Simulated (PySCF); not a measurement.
In(Cl)(vinyl)2 (C4H6ClIn), SMILES C=[CH][In]([Cl])[CH]=C. Atoms are numbered in the order given.

```xyz
12

In    -0.0808     0.1446     0.0000
Cl     1.8804    -1.2405     0.0000
C      0.3842     2.2403     0.0000
C     -0.5542     3.2070     0.0000
H      1.4526     2.5213     0.0000
H     -0.2848     4.2800     0.0000
H     -1.6374     2.9923     0.0000
C     -1.8034    -1.1371     0.0000
C     -1.6283    -2.4728     0.0000
H     -2.8242    -0.7151     0.0000
H     -2.4838    -3.1739     0.0000
H     -0.6208    -2.9258     0.0000
```

Coordinates come from a PBE-D3(BJ)/def2-SVP optimisation. The def2 effective core potentials stand for the cores of In; spin–orbit coupling is left out. The values are those of a single conformer.

The numbers are results of ωB97X/def2-TZVP run with PySCF, not measurements.

ESP charges are fitted to the potential on shells at 1.4 to 2.0 van der Waals radii. Atomic charges (e):

```csv
atom,ESP fit,Löwdin,Mulliken
In1,0.81,0.33,0.86
Cl2,?,-0.01,-0.43
C3,-0.37,-0.35,-0.37
C4,?,-0.21,-0.27
H5,0.16,0.15,0.16
H6,?,0.12,0.14
H7,?,0.13,0.13
C8,-0.36,-0.36,-0.37
C9,?,-0.20,-0.27
H10,0.16,0.14,0.14
H11,?,0.12,0.13
H12,?,0.13,0.15
```

Some entries are withheld; supply them. (The exact figures need the calculation; the answer reports its results.)


- Cl2, ESP fit: -0.42
- C4, ESP fit: -0.33
- H6, ESP fit: 0.18
- H7, ESP fit: 0.15
- C9, ESP fit: -0.35
- H11, ESP fit: 0.19
- H12, ESP fit: 0.17
